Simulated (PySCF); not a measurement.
Working out the ionisation energy of Ar⁶⁺

Ar⁶⁺ [Ne] 3s2 (1S) → Ar⁷⁺ [Ne] 3s1 (2S). Calculation: PySCF 2.14, in an uncontracted even-tempered set (17 s from 0.25 bohr⁻², ratio 2.5; 12 p from 0.33 bohr⁻², ratio 2.5; 5 d from 1.6 bohr⁻², ratio 2.7; 5 f from 2.3 bohr⁻², ratio 2.7); the non-relativistic Hamiltonian (point nucleus). Frozen: 1s2; the 20 highest virtual orbitals dropped. Energies in hartree (1 hartree = 27.21139 eV):

```csv
part,Ar⁶⁺ (lower),Ar⁷⁺ (upper)
UHF,-515.678705,-511.200512
MP2 opposite-spin,-0.275469,-0.222000
MP2 same-spin,-0.087258,-0.079975
```

Task: What does Hartree-Fock give?

Result: (-511.200512) − (-515.678705) = 4.478193 hartree = 121.858 eV.

Task: What do MP2 and SCS-MP2 (6/5 opposite-spin, 1/3 same-spin) give?

Result: The opposite-spin parts differ by 1.455 eV and the same-spin parts by 0.198 eV. MP2: 121.858 + (1.455) + (0.198) = 123.511 eV. SCS-MP2: 121.858 + 1.2 × (1.455) + (0.198)/3 = 123.670 eV.

A first-order spin-orbit estimate adds 0.000 eV to MP2 (outer shells), giving 123.511 eV against 124.41 ± 0.06 eV (semi-empirical (NIST evaluation); NIST Atomic Spectra Database, ionization energies).

What remains against the reference includes basis incompleteness, the frozen core and correlation beyond second order.
